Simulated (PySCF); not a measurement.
Species: C5H10OSi2.
Atom-mapped SMILES: `[CH3:1][O:2][C:3]1=[CH:4][SiH2:5][CH:6]=[CH:7][SiH2:8]1` (hydrogens: H9, H10, H11 on C1; H12 on C4; H13, H14 on Si5; H15 on C6; H16 on C7; H17, H18 on Si8)

Computed, not measured: PySCF 2.14.0, PBE0-D3(BJ)/def2-SVP geometry optimisation, gas phase.

Task: List the bond lengths, angles and torsions at this level.

Result: 
| bond | length (Å) |
| --- | --- |
| C1–O2 | 1.404 |
| O2–C3 | 1.351 |
| C3=C4 | 1.352 |
| C4–Si5 | 1.857 |
| Si5–C6 | 1.874 |
| C6=C7 | 1.346 |
| C7–Si8 | 1.870 |
| C3–Si8 | 1.893 |
| C1–H9, C1–H10, C1–H11 | 1.102 |
| C4–H12 | 1.098 |
| Si5–H13, Si5–H14 | 1.499 |
| C6–H15 | 1.100 |
| C7–H16 | 1.100 |
| Si8–H17, Si8–H18 | 1.495 |

Bonds in one row agree within 0.01 Å and their mean is given. A selection of angles:
| angle | degrees |
| --- | --- |
| O2–C1–H9 | 106.7 |
| O2–C1–H10 | 111.4 |
| H9–C1–H10 | 109.3 |
| C1–O2–C3 | 118.9 |
| O2–C3–C4 | 125.4 |
| O2–C3–Si8 | 109.6 |
| C4–C3–Si8 | 125.0 |
| C3–C4–Si5 | 124.4 |
| C3–C4–H12 | 119.0 |
| Si5–C4–H12 | 116.6 |
| C4–Si5–C6 | 111.0 |
| C4–Si5–H13 | 110.8 |
| C6–Si5–H13 | 109.1 |
| H13–Si5–H14 | 105.8 |
| Si5–C6–C7 | 124.9 |
| Si5–C6–H15 | 117.0 |
| C7–C6–H15 | 118.1 |
| C6–C7–Si8 | 124.8 |
| C6–C7–H16 | 118.3 |
| Si8–C7–H16 | 116.9 |
| C7–Si8–H17 | 110.7 |
| C3–Si8–C7 | 110.0 |
| C3–Si8–H17 | 109.0 |
| H17–Si8–H18 | 107.5 |

Torsions: C1–O2–C3–C4 0° (synperiplanar); O2–C3–C4–Si5 180° (antiperiplanar); C3–C4–Si5–C6 0° (synperiplanar); C4–Si5–C6–C7 0° (synperiplanar); Si5–C6–C7–Si8 0° (synperiplanar); C6–C7–Si8–C3 0° (synperiplanar); O2–C3–Si8–C7 180° (antiperiplanar).

Si8 (SiH2 silicon) is tetrahedral (angles from 107.5° to 110.7°). The 2 C–O bonds span 1.351 Å (O2–C3, drawn single) to 1.404 Å (C1–O2, drawn single), a spread of 0.053 Å. Si5 (SiH2 silicon) is distorted tetrahedral (angles from 105.8° to 111.0°). The C–Si distances run from 1.857 Å (C4–Si5, drawn single) to 1.893 Å (C3–Si8, drawn single), a spread of 0.036 Å. Of the pairs four or more bonds apart, C1···H12 is among the closest relative to their van der Waals radii: 2.49 Å, 86 % of the sum of Bondi's values. The 6-membered ring C3–C4–Si5–C6–C7–Si8 has internal angles of 110.0° to 125.0° (sum 720°, against 720° for a flat polygon); it is planar, 0.00 Å rms from its mean plane, widest ring torsion 0°. The 8 heavy atoms lie in one plane (0.005 Å rms).

Point group: Cs (every atom within 0.08 Å of its image). Not checked by PBE0-D3(BJ)/def2-SVP frequencies. The numbers are those of one conformer.
